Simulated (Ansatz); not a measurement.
One change: `O[SiH2][AsH2]` becomes `O[SiH2]S`.

Ansatz, PBE0-D4/def2-TZVP geometries, multiplicity 1. Each molecule was computed in one conformer, which needn't be the lowest.

Scalar relativity is left out up to krypton.

| property | `O[SiH2][AsH2]` |
| --- | --- |
| LUMO energy (ωB97M-V/def2-TZVPP) / eV | 1.55 |
| size of the dipole moment (B3LYP/def2-TZVPP) / D | 1.53 |
| HOMO–LUMO gap (B3LYP/def2-TZVPP) / eV | 6.89 |
| size of the dipole moment (ωB97M-V/def2-TZVPP) / D | 1.58 |
| HOMO energy (PBE0/def2-TZVPP) / eV | -7.44 |
| LUMO energy (PBE/def2-TZVPP) / eV | -0.94 |

Task: Give the same properties after the change, and the shifts. (An estimate is asked.)

Result: The calculation gave: 
```
                                          property  `O[SiH2]S`  shift
             LUMO energy (ωB97M-V/def2-TZVPP) / eV        1.89   0.34
  size of the dipole moment (B3LYP/def2-TZVPP) / D        0.81  -0.72
             HOMO–LUMO gap (B3LYP/def2-TZVPP) / eV        7.42   0.53
size of the dipole moment (ωB97M-V/def2-TZVPP) / D        0.83  -0.75
                HOMO energy (PBE0/def2-TZVPP) / eV       -7.70  -0.26
                 LUMO energy (PBE/def2-TZVPP) / eV       -0.61   0.33
```

With PBE0 the HOMO falls by 0.26 eV and the LUMO rises by 0.36 eV, so the gap widens by about 0.62 eV. PBE moves the HOMO by -0.08 eV and ωB97M-V by -0.41 eV. The zero-point energy changes by -14.9 kJ/mol with -3 modes. Dipoles are sizes alone; their direction can turn.

B3LYP here is the variant with VWN-RPA as its local correlation; programs differ in this.
